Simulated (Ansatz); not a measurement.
**Worked example: GeH3F + SnH2(CH3)(SiH3) → SiH3(GeH3) + SnH2(CH3)F**

Species: GeH3F (fluorogermane) `[F][GeH3]`, singlet; SnH2(CH3)(SiH3), singlet; SiH3(GeH3), singlet; SnH2(CH3)F, singlet. The partners trade F for SiH3: Ge–F and Sn–SiH3 bonds give way to Ge–SiH3 and Sn–F.

Shapes, held fixed at every level: PBE0-D4/def2-TZVP. Programs: Ansatz 0.2.0. The zero-point and thermal change to 298 K, harmonic and unscaled (PBE0-D4/def2-TZVP), is -1.2 kJ/mol.

At CCSD(T)/def2-TZVPP; 1 Eh = 2625.50 kJ/mol:

| species | energy (Eh) |
| --- | --- |
| GeH3F | -2177.169981 |
| SnH2(CH3)(SiH3) | -545.535044 |
| SiH3(GeH3) | -2368.247189 |
| SnH2(CH3)F | -354.456280 |

Work out ΔH(298 K) of the reaction at this level.


1. Products less reactants: (-2368.247189) + (-354.456280) − [(-2177.169981) + (-545.535044)] = 0.001556 Eh = +4.1 kJ/mol.
2. With the thermal change: +4.1 + (-1.2) = +2.9 kJ/mol.

Other levels give -5.2 (PBE-D4/def2-TZVPP) to +11.5 kJ/mol (HF/def2-SVP). No measured value is set beside it here. For atoms past krypton def2 sets carry core potentials with scalar relativity. Relativity is left out for Ge. Outer-core shells of Ge, Sn are correlated in most correlated rows, in sets that cover them unevenly. That is about zero within the method's error.
